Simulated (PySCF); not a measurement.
Si(H)(Cl)(Me)(NH2) (CH6ClNSi), SMILES C[SiH](N)Cl.

Geometry: B3LYP-D3(BJ)/def2-SVP. One conformer was computed; it need not be the lowest.

These are PySCF with SMD-PBE0/6-31G* values and carry that method's errors.

Solvation free energies are E(SMD) − E(gas) at the gas-phase geometry, for 1 M in both phases. In vacuum the dipole moment is 2.38 D.

Computed solvation free energies in water, ethylethanoate, n-hexane:
```tsv
solvent	ΔG(solv) (kcal/mol)	its non-electrostatic (CDS) part	dipole (D)
water	-2.8	3.6	2.94
ethylethanoate	-5.1	0.0	2.82
n-hexane	-3.0	-0.6	2.60
```
